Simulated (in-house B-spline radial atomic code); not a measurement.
Radial electron density of Eu3+, [Xe] 4f6. Computed with a radial B-spline atomic code at the basis-set limit: scalar-relativistic (X2C) PBE0, spin-polarised, spherical fractional occupations, exact exchange averaged over the configuration, Fermi nucleus of rms radius 5.1115 fm.

One-electron X2C: radii and densities carry no picture-change correction, so inner-shell <1/r> comes out high (for 1s by about 2 % at Z = 33, 5 % at 54, 10 % at 75, 30 % at 118) and <r> low.

Columns: r (bohr), 4πr²n(r) (electrons per bohr), bar.

```
0.000592    2.751 #
0.000729    3.755 #
0.000897    5.101 ##
  0.0011    6.865 ###
 0.00136      9.3 ####
 0.00167    12.39 #####
 0.00206    16.48 #######
 0.00253    21.58 #########
 0.00312    28.03 ###########
 0.00384    35.77 ##############
 0.00472    44.69 ##################
 0.00582     54.7 ######################
 0.00716    64.87 ##########################
 0.00881    74.25 #############################
  0.0108    81.38 ################################
  0.0133    85.16 ##################################
  0.0164     84.6 #################################
  0.0202    80.36 ################################
  0.0249    75.17 ##############################
  0.0306    73.47 #############################
  0.0377     79.1 ###############################
  0.0464    92.03 ####################################
  0.0571      106 ##########################################
  0.0703    111.1 ############################################
  0.0866    102.4 #########################################
   0.107    87.67 ###################################
   0.131    82.92 #################################
   0.161     91.7 ####################################
   0.199    97.53 #######################################
   0.245    81.62 ################################
   0.301    53.82 #####################
    0.37    39.75 ################
   0.456    44.36 ##################
   0.561    46.93 ###################
   0.691    36.15 ##############
    0.85    22.01 #########
    1.05    13.92 ######
    1.29    10.58 ####
    1.59    7.358 ###
    1.95    3.878 ##
     2.4    1.392 #
    2.96   0.3209 
    3.64  0.04568 
    4.48 0.003494 
    5.51 0.000133
```

On this grid the curve has 4 maxima, near 0.0133, 0.0703, 0.199, 0.561 bohr.

The 5p down radial function P(r) = rR(r), positive near the nucleus:

```tsv
r (bohr)	P
0.000897	0.001001
0.00136	0.001916
0.00206	0.003719
0.00312	0.007282
0.00472	0.01423
0.00716	0.02761
0.0108	0.0516
0.0164	0.09235
0.0249	0.1504
0.0377	0.2071
0.0571	0.2058
0.0866	0.06316
0.131	-0.2004
0.199	-0.2968
0.301	0.07464
0.456	0.4685
0.691	0.07196
1.05	-0.7249
1.59	-0.8855
2.4	-0.4371
3.64	-0.08427
5.51	-0.004486
```
